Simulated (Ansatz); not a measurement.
`FCC[SiH2]Cl` from Hartree–Fock to CCSD(T)

```xyz
11

F    -0.694    0.630    1.813
C     0.544    0.325    1.268
C     0.503    0.497   -0.232
Si   -0.819   -0.506   -1.100
Cl   -0.570   -2.493   -0.609
H     1.276    0.993    1.732
H     0.781   -0.707    1.543
H     0.352    1.552   -0.488
H     1.473    0.205   -0.649
H    -0.655   -0.382   -2.568
H    -2.191   -0.112   -0.711
```

Charge 0, multiplicity 1. The geometry is a stationary point of PBE0-D4/def2-TZVP. It is one conformer, not always the lowest. Frozen core, restricted reference, Ansatz. CBS rows extrapolate triple and quadruple zeta; past MP2 they add the triple-zeta difference.

| basis | HF (Eh) | MP2 corr. |
| --- | --- | --- |
| def2-TZVPP | -927.25389 | -0.90620 |
| def2-QZVPP | -927.28375 | -0.98202 |

Estimate the CCSD correlation energy and the (T) correction in each basis where they were run (hartree).


| basis | CCSD corr. | (T) |
| --- | --- | --- |
| def2-TZVPP | -0.95966 | -0.03506 |
| CBS(def2) | -1.09163 | as TZ |
